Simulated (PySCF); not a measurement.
# Mayer bond orders and bond lengths

C7H10OS.
Numbering: `[CH:1]#[C:2][C@H:3]1[CH2:4][CH2:5][S@:6](=[O:7])[CH2:8][CH2:9]1` (hydrogens: H10 on C1; H11 on C3; H12, H13 on C4; H14, H15 on C5; H16, H17 on C8; H18, H19 on C9)

Geometry (GFN2-xTB, Å), atoms numbered from 1 in this order:
```
atom  x, y, z in Å
C1    -0.5705   -2.3456    1.5401
C2     0.0953   -1.6323    0.8472
C3     0.8709   -0.7387    0.0046
C4     0.1735   -0.5233   -1.3466
C5    -1.1853    0.1264   -1.1895
S6    -0.9822    1.8617   -0.5679
O7     0.0901    2.4478   -1.3769
C8    -0.1778    1.3305    1.0164
C9     1.1146    0.6011    0.7145
H10   -1.1342   -2.9879    2.1484
H11    1.8434   -1.2112   -0.1811
H12    0.7939    0.1325   -1.9638
H13    0.0685   -1.4812   -1.8624
H14   -1.6939    0.2054   -2.1496
H15   -1.8216   -0.3986   -0.4801
H16    0.0117    2.2416    1.5826
H17   -0.8950    0.7106    1.5502
H18    1.6686    0.4307    1.6412
H19    1.7200    1.2396    0.0653
```

Bond orders from the PBE0/pcSseg-1 density (PySCF). One conformer (not necessarily the lowest) at the GFN2-xTB geometry, without solvent, vibrations or thermal averaging.

How far do the computed orders between heavy atoms stray from the drawn ones?

The largest departure is 0.490, at S6–O7 (drawn double, 1.510). Drawn single, order below 0.88: C5–S6 (0.876) and S6–C8 (0.876). Drawn double or triple, more than 0.30 short of the drawn order: C1–C2 (2.555) and S6–O7 (1.510).

Set the Mayer orders of the bonds beside their lengths.

```tsv
bond	drawn as	length (Å)	Mayer order
C1–C2	triple	1.197	2.555
C2–C3	single	1.453	0.944
C3–C4	single	1.536	1.028
C4–C5	single	1.514	1.013
C5–S6	single	1.854	0.876
S6–O7	double	1.466	1.510
S6–C8	single	1.855	0.876
C8–C9	single	1.514	1.013
C9–C3	single	1.536	1.028
C1–H10	single	1.049	1.155
C3–H11	single	1.097	0.925
C4–H12	single	1.094	0.926
C4–H13	single	1.093	0.946
C5–H14	single	1.089	0.944
C5–H15	single	1.088	0.921
C8–H16	single	1.089	0.944
C8–H17	single	1.088	0.921
C9–H18	single	1.093	0.946
C9–H19	single	1.093	0.926
```

Bonds between the same two heavy elements. C–C: lowest C2–C3 (0.944, 1.453 Å), highest C1–C2 (2.555, 1.197 Å); in 4 of the 15 pairs the longer bond (by over 0.003 Å) has the higher order (by 0.02 or more). C–S: all 2 within 0.02 of one another (0.876 to 0.876).

Sum the orders of all bonds at each heavy atom with more than one neighbour and set the sums beside the valence in the SMILES.

C1 3.710 (drawn 4), C2 3.499 (drawn 4), C3 3.925 (drawn 4), C4 3.913 (drawn 4), C5 3.754 (drawn 4), S6 3.262 (drawn 4), C8 3.754 (drawn 4), C9 3.913 (drawn 4). Orders between atoms that aren't bonded are not in these sums.

For a closed shell the Mayer order of atoms A and B is Σ (PS)μν (PS)νμ over the basis functions μ on A and ν on B, with P the density and S the overlap matrix.
